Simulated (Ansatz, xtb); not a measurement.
# C4H7BN2: 4 structures ranked

4 gas-phase structures of C4H7BN2, from a drawn sample of its isomers (lower ones may exist). Each was relaxed with GFN2-xTB:

A. `NB1C=CC=C1N`, a singlet
B. `NC1=C(N)C=CB1`, a singlet
C. `NC1=CBC=C1N`, a singlet
D. `NB1C=CC(N)=C1`, a singlet

Q: Make a reasoned guess at their ranking by r2SCAN-D4/def2-SVP single-point energy.

A: Calculated order at r2SCAN-D4/def2-SVP: D (0.0), A (5.7), C (33.7), B (49.2) kcal/mol.

Energies above the lowest of each column, in kcal/mol; the last columns are at B3LYP-D3(BJ)/def2-SVP geometries and were run for some of them only (a dash: not run or not comparable):

```csv
structure,GFN2-xTB,HF/STO-3G,r2SCAN-D4/def2-SVP,B3LYP-D3(BJ)/def2-SVP,CCSD(T)/def2-SVP + ΔMP2/def2-TZVPP
D,0.0,0.0,0.0,0.0,0.0
A,2.4,3.5,5.7,5.1,5.9
C,15.6,38.6,33.7,–,–
B,25.6,48.1,49.2,–,–
```

Every level run on D puts it lowest or level with the lowest. Some further structures that were screened fall inside this span and aren't listed. Flexible structures stand in one conformer each, not always the lowest. Frequencies (GFN2-xTB) were run for A, D alone. ΔMP2 is the change of the MP2 energy from the smaller to the larger basis.

Over these structures GFN2-xTB departs from r2SCAN-D4/def2-SVP by 9.6 kcal/mol on average once a common shift is removed. A GFN2-xTB relaxation took about 0.11 s and the r2SCAN-D4/def2-SVP energy about 1.4 s on a shared host (Ansatz 0.2.0, xtb 6.7.1).
